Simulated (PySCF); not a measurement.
H₅Sb, SMILES [SbH5].

Geometry: r2SCAN-D4/def2-TZVP. The def2 effective core potentials stand for the cores of Sb; spin–orbit coupling is left out.

These are CAM-B3LYP/def2-TZVPD (PySCF) values and carry that method's errors.

```json
{
 "total_energy": "-243.10396 hartree",
 "point_group": "D3h",
 "highest_occupied_level": "-7.61 eV",
 "lowest_empty_level": "-0.28 eV",
 "orbital_gap": "7.33 eV",
 "dipole_moment": "0.00 D",
 "quadrupole, principal values (traceless, Buckingham form, about the centre of nuclear charge)": "-5.47, 2.73, 2.73 D·Å",
 "mean_static_polarisability": "51.2 bohr³ (7.59 Å³)",
 "polarisability_principal_values": "47.8, 47.8, 58.0 bohr³"
}
```
